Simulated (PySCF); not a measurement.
C2H7AlO, triplet, at a GFN2-xTB geometry (such geometries of metal compounds can be far from the true shape) (a higher spin typed on purpose: for a closed-shell molecule this is an excited state) (in this run its highest filled SCF level lies above zero, so its values depend strongly on the basis, on diffuse functions most of all); SVWN5/STO-3G (PySCF).

Input for PySCF:
```python
from pyscf import gto, scf, dft

mol = gto.M(
    atom='''
Al   -0.21900154    0.05592567   -0.14855109
C    -1.38814501   -1.83020623    0.38237172
H    -0.80335939   -2.68254096    0.05854975
H    -2.33110386   -1.76755740   -0.14928425
H    -1.53477950   -1.83591404    1.45557958
C     0.52090965    2.05166916   -0.97062677
H     1.43170175    1.86223665   -1.52549832
H     0.70028164    2.70886357   -0.12846849
H    -0.26637478    2.43086665   -1.61261339
O     1.12082296   -0.28622073    0.76026625
H     1.88748258   -0.48199998    1.28029970
''',
    basis='sto-3g',
    spin=2,
    verbose=4,
)

mf = dft.UKS(mol)
mf.xc = 'lda,vwn'
mf.init_guess = 'sap'
mf.kernel()
```

It wrote (shortened):

```
PySCF version 2.14.0

[INPUT] verbose = 4
[INPUT] num. atoms = 11
[INPUT] num. electrons = 40
[INPUT] charge = 0
[INPUT] spin (= nelec alpha-beta = 2S) = 2
[INPUT] symmetry False subgroup None
[INPUT] Mole.unit = angstrom
[INPUT] Symbol           X                Y                Z      unit          X                Y                Z       unit  Magmom
[INPUT]  1 Al    -0.219001540000   0.055925670000  -0.148551090000 AA   -0.413852931458   0.105684199633  -0.280720875606 Bohr   0.0
[INPUT]  2 C     -1.388145010000  -1.830206230000   0.382371720000 AA   -2.623213890082  -3.458588526173   0.722577828579 Bohr   0.0
[INPUT]  3 H     -0.803359390000  -2.682540960000   0.058549750000 AA   -1.518129226698  -5.069267732328   0.110642992162 Bohr   0.0
[INPUT]  4 H     -2.331103860000  -1.767557400000  -0.149284250000 AA   -4.405147863316  -3.340199395448  -0.282106347211 Bohr   0.0
[INPUT]  5 H     -1.534779500000  -1.835914040000   1.455579580000 AA   -2.900312916597  -3.469374723844   2.750646758709 Bohr   0.0
[INPUT]  6 C      0.520909650000   2.051669160000  -0.970626770000 AA    0.984376574143   3.877092810616  -1.834218764471 Bohr   0.0
[INPUT]  7 H      1.431701750000   1.862236650000  -1.525498320000 AA    2.705524199561   3.519117247628  -2.882774028284 Bohr   0.0
[INPUT]  8 H      0.700281640000   2.708863570000  -0.128468490000 AA    1.323340509661   5.119010256112  -0.242770261736 Bohr   0.0
[INPUT]  9 H     -0.266374780000   2.430866650000  -1.612613390000 AA   -0.503375380691   4.593672213839  -3.047397651906 Bohr   0.0
[INPUT] 10 O      1.120822960000  -0.286220730000   0.760266250000 AA    2.118048428524  -0.540878790873   1.436694994250 Bohr   0.0
[INPUT] 11 H      1.887482580000  -0.481999980000   1.280299700000 AA    3.566825141087  -0.910847954246   2.419415790363 Bohr   0.0

nuclear repulsion = 146.777274682294
number of shells = 21
number of NR pGTOs = 93
number of NR cGTOs = 31
basis = sto-3g
ecp = {}

******** <class 'pyscf.dft.uks.UKS'> ********
method = UKS
initial guess = sap
damping factor = 0
level_shift factor = 0
DIIS = <class 'pyscf.scf.diis.CDIIS'>
diis_start_cycle = 1
diis_space = 8
diis_damp = 0
SCF conv_tol = 1e-09
SCF conv_tol_grad = None
SCF max_cycles = 50
direct_scf = True
direct_scf_tol = 1e-13
number electrons alpha = 21  beta = 19
XC library pyscf.dft.libxc version 7.1.2
    S. Lehtola, C. Steigemann, M. J. T. Oliveira, and M. A. L. Marques,  SoftwareX 7, 1–5 (2018)
XC functionals = lda,vwn
    P. A. M. Dirac,  Math. Proc. Cambridge Philos. Soc. 26, 376 (1930)
    F. Bloch,  Z. Phys. 57, 545 (1929)
    S. H. Vosko, L. Wilk, and M. Nusair,  Can. J. Phys. 58, 1200 (1980)
radial grids:
    Treutler-Ahlrichs [JCP 102, 346 (1995); DOI:10.1063/1.469408] (M4) radial grids

becke partition: Becke, JCP 88, 2547 (1988); DOI:10.1063/1.454033
pruning grids: <function nwchem_prune>
grids dens level: 3
symmetrized grids: False
atomic radii adjust function: <function treutler_atomic_radii_adjust>
small_rho_cutoff = 0
Set gradient conv threshold to 3.16228e-05
Initial guess from superposition of atomic potentials (doi:10.1021/acs.jctc.8b01089)
This is the Gaussian fit version as described in doi:10.1063/5.0004046.
Found SAP basis sapgrasplarge
tot grids = 130160
init E= -389.496770314455

cycle= 1 E= -387.373326507638  delta_E= 2.12  |g|= 1.91  |ddm|=  4.3

cycle= 2 E= -387.66317549942  delta_E= -0.29  |g|= 1.69  |ddm|= 5.52

cycle= 3 E= -390.361240647169  delta_E= -2.7  |g|= 0.364  |ddm|= 3.97

cycle= 4 E= -389.745003613634  delta_E= 0.616  |g|= 0.791  |ddm|= 3.08

cycle= 5 E= -390.540524833377  delta_E= -0.796  |g|= 0.109  |ddm|= 2.77

cycle= 6 E= -390.547163444563  delta_E= -0.00664  |g|= 0.0607  |ddm|= 0.239

cycle= 7 E= -390.54950414568  delta_E= -0.00234  |g|= 0.0363  |ddm|= 0.0822

cycle= 8 E= -390.550649745307  delta_E= -0.00115  |g|= 0.00892  |ddm|= 0.0821

cycle= 9 E= -390.550727096761  delta_E= -7.74e-05  |g|= 0.000695  |ddm|= 0.0185

cycle= 10 E= -390.55072751855  delta_E= -4.22e-07  |g|= 4.98e-05  |ddm|= 0.00121

cycle= 11 E= -390.550727515928  delta_E= 2.62e-09  |g|= 7.01e-05  |ddm|= 0.000244

cycle= 12 E= -390.550727520611  delta_E= -4.68e-09  |g|= 1.82e-05  |ddm|= 0.000197

cycle= 13 E= -390.550727520957  delta_E= -3.46e-10  |g|= 1.97e-06  |ddm|= 4.59e-05

Extra cycle  E= -390.550727520926  delta_E= 3.12e-11  |g|= 6.49e-06  |ddm|= 1.36e-05
converged SCF energy = -390.550727520926  <S^2> = 2.0025485  2S+1 = 3.0016985
```
